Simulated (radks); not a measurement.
The numbers below are computed, except where a source is named.
Problem. Spherical quantum dot in the effective-mass picture: electrons in a parabolic well V = omega^2 r^2 / 2 with omega = 0.738, all in effective atomic units (hartree* = m*/eps^2 hartree, bohr* = eps/m* bohr), one dielectric constant everywhere. Level of theory: non-relativistic Kohn-Sham, PBEsol, spin-polarised, spherical densities (a radial shooting solver with Libxc functionals). Levels are named by radial order and angular momentum (1s, 1p, 1d, 2s, ...), and open shells are averaged over m. At N = 19 the configuration is 1s2 1p6 1d10 2s(up 1, down 0). Does electron 20 go into 2s down or 1f down or 1f up?

Solution. Into 2s down. The total energies of the other choices lie higher by 0.276 hartree* (1f up), 0.284 hartree* (1f down).
